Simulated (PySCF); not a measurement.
A structure optimised at PBE-D3(BJ)/def2-SVP, used in a PySCF frequency run:

```
Sb
F 1 1.9176
F 1 1.9176 2 105.54
F 1 1.9176 2 105.54 3 -111.48
```
Charge +1, spin multiplicity 2.

Question: Write its SMILES, formula and point group.

Answer: [F][Sb+]([F])[F], F₃Sb, C3v

Question: What are its rotational constants (standard atomic weights)?

Answer: 4.5668, 4.5668, 2.8526 GHz
